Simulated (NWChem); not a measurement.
Molecule: phosphorus nitride (PN); SMILES N#P

Computed with NWChem. Pople sets run with spherical d functions. The geometry was optimised at PBE0-D3(BJ)/def2-TZVP. Computed dipoles belong to the equilibrium geometry; the measured one is vibrationally averaged.

Measured dipole moment: 2.75 D (NIST CCCBDB, as tabulated in the package chemicals).

```
level           dipole moment (D)  computed − measured
--------------  -----------------  -------------------
PBE/STO-3G                   1.88                -0.87
PBE/3-21G              (withheld)           (withheld)
PBE/6-31G*                   2.28                -0.47
PBE/6-31+G*                  2.61                -0.14
PBE/6-311G**                 2.53                -0.22
PBE/6-311++G**         (withheld)           (withheld)
```

Task: Some entries are withheld; supply them.

Result: 
- PBE/3-21G, dipole moment (D): 1.86
- PBE/3-21G, computed − measured: -0.89
- PBE/6-311++G**, dipole moment (D): 2.67
- PBE/6-311++G**, computed − measured: -0.08
